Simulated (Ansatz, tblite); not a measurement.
Isomers of GeO4 (singlet), found by a short tight-binding search and relaxed with r2SCAN-D4/def2-SVP in Ansatz.

The xTB rows come from tblite. Correlated methods freeze 13 core orbitals; core or outer-core shells of Ge are correlated, in sets that lack core-valence functions.

Run but left out: HF/def2-TZVPP (A: restricted singlet, unstable towards broken spin symmetry).

A further structure is left out (an occupied level 0.14 eV above an empty one); at PBE0-D4/def2-TZVP its energy lies 1.01 eV above the lowest shown.

A: The restricted singlet is unstable towards broken spin symmetry in Hartree–Fock (as tested in another run); at PBE-D4/def2-TZVP, r2SCAN-D4/def2-TZVP, r2SCANh-D4/def2-TZVP, PBE0-D4/def2-TZVP and others this wasn't settled. At CCSD(T)/def2-TZVPP T1 of the charge 0 singlet is large (up to 0.025), so the single-reference result is doubtful. At CCSD(T)/def2-TZVPP the restricted singlet (for correlated methods, its reference) is unstable: a solution with broken spin symmetry lies lower. B: At CCSD(T)/def2-TZVPP T1 of the charge 0 singlet is large (up to 0.022), so the single-reference result is doubtful.

Other spin states were run for one of them alone.

A:

```xyz
5

Ge    0.4741    1.4424    0.2168
O    -0.1040   -1.1127    0.4608
O    -0.5224   -0.7936   -0.7473
O    -0.2517    0.1512    1.2886
O     0.4041    0.3127   -1.2190
```

B:

```xyz
5

Ge   -0.630    0.091   -0.322
O     0.332    0.650    1.104
O     0.920   -0.831   -0.464
O     1.442   -0.208    0.737
O    -2.064    0.297   -1.055
```

Question: Estimate their order by electronic energy at PBE0-D4/def2-TZVP, counted from the lowest.

Answer: B (0.00) < A (0.71), in eV.

Question: Do the other levels pick the same lowest one?

Answer: Not GFN2-xTB. Energies above each level's lowest (eV):

```json
{"level": "GFN1-xTB", "A": "1.08", "B": "0.00"}
{"level": "GFN2-xTB", "A": "0.00", "B": "0.50"}
{"level": "PBE-D4/def2-TZVP", "A": "0.49", "B": "0.00"}
{"level": "r2SCAN-D4/def2-TZVP", "A": "0.65", "B": "0.00"}
{"level": "r2SCANh-D4/def2-TZVP", "A": "0.72", "B": "0.00"}
{"level": "PBE0-D4/def2-TZVP", "A": "0.71", "B": "0.00"}
{"level": "ωB97M-V/def2-TZVP", "A": "0.67", "B": "0.00"}
{"level": "MP2/def2-TZVPP", "A": "1.36", "B": "0.00"}
{"level": "CCSD/def2-TZVPP", "A": "0.97", "B": "0.00"}
{"level": "CCSD(T)/def2-TZVPP", "A": "0.94", "B": "0.00"}
```
Point groups (tolerance 0.1 Å): A C2, B C2v. Lower isomers may exist.
